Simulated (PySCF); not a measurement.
Species: C5H11Si2 (doublet state).
Structure used (GFN2-xTB), in Å, numbered top down from 1:
```xyz
18
C5H11Si2 angstrom
C      2.642   -0.160    0.603
C      1.972    0.174   -0.691
C      0.671    0.094   -0.953
C     -0.391   -0.355   -0.035
Si    -1.283    1.131    0.882
C     -2.838    0.301    0.274
Si    -2.032   -1.007   -0.804
H      1.923   -0.338    1.397
H      3.268   -1.047    0.491
H      3.291    0.663    0.905
H      2.645    0.506   -1.472
H      0.329    0.414   -1.930
H      0.012   -1.046    0.704
H     -1.024    1.231    2.325
H     -0.952    2.414    0.258
H     -3.783    0.232    0.793
H     -2.128   -0.787   -2.250
H     -2.331   -2.413   -0.510
```

The hyperfine couplings belong to this conformer and change with its torsions.

The species is `C/C=C\C1[SiH2][CH][SiH2]1` [radical].

Method used: UKS B3LYP, pcH-1 on C H Si, non-relativistic, mean-field spin-orbit, GIAO in PySCF. Isolated species at its GFN2-xTB geometry (one conformer only). A GFN2-xTB geometry isn't a minimum of the functional, and hyperfine couplings can be far from their values at a DFT geometry. The SCF solution wasn't tested for stability.

Q: What is the g tensor, term by term?

A: 
```tsv
Δg (ppm)	1	2	3
relativistic mass correction	-120	-120	-120
gauge correction	2	24	18
orbital Zeeman/spin–orbit	326	418	703
total	208	322	601
```

So g = 2.00253, 2.00264, 2.00292 and g_iso = 2.00270; the tensor is rhombic: the two nearest values differ by 29 % of g3 − g1. Axes: g3 points within 6° of the C6–H16 bond.

Q: How much does each term add to the isotropic shift?

A: The orbital-Zeeman/spin–orbit term 482, the mass correction -120 and the gauge correction 14 ppm, for a total of 377 ppm. The orbital-Zeeman/spin–orbit term is the largest in size. The mass correction is the same along every axis, so the anisotropy comes from the other two: their spans along these axes are 22 (gauge) and 377 ppm (orbital Zeeman/spin–orbit).

Q: What are the electron Larmor frequencies g μB B/h along the three axes at 3350 mT?

A: 93.8933, 93.8987, 93.9118 GHz for g1, g2 and g3, a range of 18.4 MHz.

Q: What effective moment and Curie constant follow for a powder?

A: With the mean of g² = 4.0108 and S(S+1) = 0.75: μ_eff = √(⟨g²⟩S(S+1)) = 1.734 μB and χT = 0.12505·⟨g²⟩·S(S+1) = 0.376 cm³ K/mol (cgs; spin-Hamiltonian part alone).

Q: In a frozen sample, at which fields do the three g values resonate at 9.5, 34, 94 and 263 GHz (hyperfine left aside), and which band first spreads them over more than twice a line width of 1.0 mT?

A: 
| band | GHz | B(g3) mT | B(g2) mT | B(g1) mT | spread mT |
| --- | --- | --- | --- | --- | --- |
| X | 9.5 | 338.88 | 338.93 | 338.95 | 0.07 |
| Q | 34.0 | 1212.84 | 1213.01 | 1213.08 | 0.24 |
| W | 94.0 | 3353.15 | 3353.61 | 3353.81 | 0.66 |
| J | 263.0 | 9381.68 | 9382.99 | 9383.52 | 1.84 |

The spread grows in proportion to the frequency. It stays under 2.0 mT in all four.

The largest Mulliken spin population is on C6 (+0.97). The angles at C6 add up to 352.4°, so it is slightly pyramidal.

The HOMO–LUMO gaps are 5.67 eV among the α and 3.01 eV among the β orbitals.
